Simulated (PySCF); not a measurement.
C₂H₇BO, SMILES CBOC. Atoms are numbered in the order given.

```xyz
11

B     -0.4530    -0.5278     0.0000
H     -1.6526    -0.3025     0.0000
C      0.1143    -1.9860     0.0000
H     -0.2629    -2.5377     0.8782
H     -0.2629    -2.5377    -0.8782
H      1.2131    -2.0247     0.0000
O      0.3946     0.5195     0.0000
C     -0.0335     1.8557     0.0000
H      0.3613     2.3676    -0.8915
H      0.3613     2.3676     0.8915
H     -1.1337     1.9316     0.0000
```
Charge 0, spin multiplicity 1.

Geometry: PBE0-D3(BJ)/def2-SVP. One conformer was computed; it need not be the lowest.

Method: HF/def2-TZVP (PySCF).

Isolated molecule, no solvent.

The total energy is -179.47096 hartree and the point group is Cs. The highest occupied level comes out as -11.97 eV and the lowest empty level is 3.41 eV. The orbital gap is 15.38 eV and the dipole moment comes out as 1.07 D. The quadrupole, principal values (traceless, Buckingham form, about the centre of nuclear charge) comes out as -3.61, 0.74, 2.87 D·Å. The mean static polarisability is 41.0 bohr³ (6.08 Å³). The polarisability, principal values comes out as 34.8, 39.2, 49.0 bohr³.
